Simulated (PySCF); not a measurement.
Cd(Et)2 (C₄H₁₀Cd), SMILES C[CH2][Cd][CH2]C.

Coordinates come from a B3LYP-D3(BJ)/def2-SVP optimisation. The isomer is the one that the SMILES or the coordinates give; other isomers of the formula were not compared. The def2 effective core potentials stand for the cores of Cd; spin–orbit coupling is left out. Other conformers were not sampled.

Level of theory: B3LYP-D3(BJ)/def2-SVP in PySCF 2.14.0.

Frequencies are harmonic and unscaled.

A small imaginary wavenumber (i) marks a very flat motion, where grid noise or a shallow saddle decides the sign.

```json
[
 {"mode": "1", "ν (cm⁻¹)": "8i", "IR (km/mol)": "0.0", "moving atoms (share of kinetic energy)": "C 52 %, H 38 %, Cd 10 %"},
 {"mode": "2", "ν (cm⁻¹)": "64", "IR (km/mol)": "0.2", "moving atoms (share of kinetic energy)": "C 53 %, Cd 25 %, H 23 %"},
 {"mode": "3", "ν (cm⁻¹)": "100", "IR (km/mol)": "0.6", "moving atoms (share of kinetic energy)": "H 48 %, C 33 %, Cd 19 %"},
 {"mode": "4", "ν (cm⁻¹)": "175", "IR (km/mol)": "0.0", "moving atoms (share of kinetic energy)": "C 74 %, H 26 %"},
 {"mode": "5", "ν (cm⁻¹)": "223", "IR (km/mol)": "0.0", "moving atoms (share of kinetic energy)": "H 91 %, C 9 %"},
 {"mode": "6", "ν (cm⁻¹)": "245", "IR (km/mol)": "1.2", "moving atoms (share of kinetic energy)": "H 83 %, C 13 %"},
 {"mode": "7", "ν (cm⁻¹)": "257", "IR (km/mol)": "7.9", "moving atoms (share of kinetic energy)": "C 56 %, Cd 25 %, H 20 %"},
 {"mode": "8", "ν (cm⁻¹)": "424", "IR (km/mol)": "0.0", "moving atoms (share of kinetic energy)": "C 77 %, H 23 %"},
 {"mode": "9", "ν (cm⁻¹)": "495", "IR (km/mol)": "46.0", "moving atoms (share of kinetic energy)": "C 60 %, H 21 %, Cd 19 %"},
 {"mode": "10", "ν (cm⁻¹)": "588", "IR (km/mol)": "0.0", "moving atoms (share of kinetic energy)": "H 85 %, C 15 %"},
 {"mode": "11", "ν (cm⁻¹)": "640", "IR (km/mol)": "38.3", "moving atoms (share of kinetic energy)": "H 79 %, C 20 %"},
 {"mode": "12", "ν (cm⁻¹)": "919", "IR (km/mol)": "0.0", "moving atoms (share of kinetic energy)": "H 93 %"},
 {"mode": "13", "ν (cm⁻¹)": "940", "IR (km/mol)": "6.2", "moving atoms (share of kinetic energy)": "H 91 %, C 9 %"},
 {"mode": "14", "ν (cm⁻¹)": "955", "IR (km/mol)": "0.0", "moving atoms (share of kinetic energy)": "H 87 %, C 13 %"},
 {"mode": "15", "ν (cm⁻¹)": "963", "IR (km/mol)": "4.7", "moving atoms (share of kinetic energy)": "H 80 %, C 20 %"},
 {"mode": "16", "ν (cm⁻¹)": "1018", "IR (km/mol)": "0.0", "moving atoms (share of kinetic energy)": "C 79 %, H 21 %"},
 {"mode": "17", "ν (cm⁻¹)": "1033", "IR (km/mol)": "18.3", "moving atoms (share of kinetic energy)": "C 72 %, H 28 %"},
 {"mode": "18", "ν (cm⁻¹)": "1184", "IR (km/mol)": "0.0", "moving atoms (share of kinetic energy)": "H 69 %, C 31 %"},
 {"mode": "19", "ν (cm⁻¹)": "1189", "IR (km/mol)": "46.8", "moving atoms (share of kinetic energy)": "H 66 %, C 34 %"},
 {"mode": "20", "ν (cm⁻¹)": "1243", "IR (km/mol)": "0.0", "moving atoms (share of kinetic energy)": "H 76 %, C 24 %"},
 {"mode": "21", "ν (cm⁻¹)": "1245", "IR (km/mol)": "5.3", "moving atoms (share of kinetic energy)": "H 77 %, C 23 %"},
 {"mode": "22", "ν (cm⁻¹)": "1395", "IR (km/mol)": "22.3", "moving atoms (share of kinetic energy)": "H 82 %, C 18 %"},
 {"mode": "23", "ν (cm⁻¹)": "1396", "IR (km/mol)": "0.0", "moving atoms (share of kinetic energy)": "H 82 %, C 18 %"},
 {"mode": "24", "ν (cm⁻¹)": "1440", "IR (km/mol)": "0.2", "moving atoms (share of kinetic energy)": "H 91 %, C 9 %"},
 {"mode": "25", "ν (cm⁻¹)": "1441", "IR (km/mol)": "0.0", "moving atoms (share of kinetic energy)": "H 91 %, C 9 %"},
 {"mode": "26", "ν (cm⁻¹)": "1472", "IR (km/mol)": "1.7", "moving atoms (share of kinetic energy)": "H 96 %"},
 {"mode": "27", "ν (cm⁻¹)": "1472", "IR (km/mol)": "0.0", "moving atoms (share of kinetic energy)": "H 96 %"},
 {"mode": "28", "ν (cm⁻¹)": "1480", "IR (km/mol)": "0.0", "moving atoms (share of kinetic energy)": "H 97 %"},
 {"mode": "29", "ν (cm⁻¹)": "1480", "IR (km/mol)": "10.6", "moving atoms (share of kinetic energy)": "H 97 %"},
 {"mode": "30", "ν (cm⁻¹)": "2998", "IR (km/mol)": "142.1", "moving atoms (share of kinetic energy)": "H 97 %"},
 {"mode": "31", "ν (cm⁻¹)": "2999", "IR (km/mol)": "0.0", "moving atoms (share of kinetic energy)": "H 97 %"},
 {"mode": "32", "ν (cm⁻¹)": "3025", "IR (km/mol)": "44.0", "moving atoms (share of kinetic energy)": "H 95 %"},
 {"mode": "33", "ν (cm⁻¹)": "3026", "IR (km/mol)": "0.0", "moving atoms (share of kinetic energy)": "H 95 %"},
 {"mode": "34", "ν (cm⁻¹)": "3065", "IR (km/mol)": "0.0", "moving atoms (share of kinetic energy)": "H 91 %, C 9 %"},
 {"mode": "35", "ν (cm⁻¹)": "3065", "IR (km/mol)": "70.4", "moving atoms (share of kinetic energy)": "H 91 %, C 9 %"},
 {"mode": "36", "ν (cm⁻¹)": "3068", "IR (km/mol)": "4.1", "moving atoms (share of kinetic energy)": "H 91 %, C 9 %"},
 {"mode": "37", "ν (cm⁻¹)": "3068", "IR (km/mol)": "0.0", "moving atoms (share of kinetic energy)": "H 91 %, C 9 %"},
 {"mode": "38", "ν (cm⁻¹)": "3091", "IR (km/mol)": "0.0", "moving atoms (share of kinetic energy)": "H 91 %, C 9 %"},
 {"mode": "39", "ν (cm⁻¹)": "3092", "IR (km/mol)": "90.5", "moving atoms (share of kinetic energy)": "H 91 %, C 9 %"}
]
```
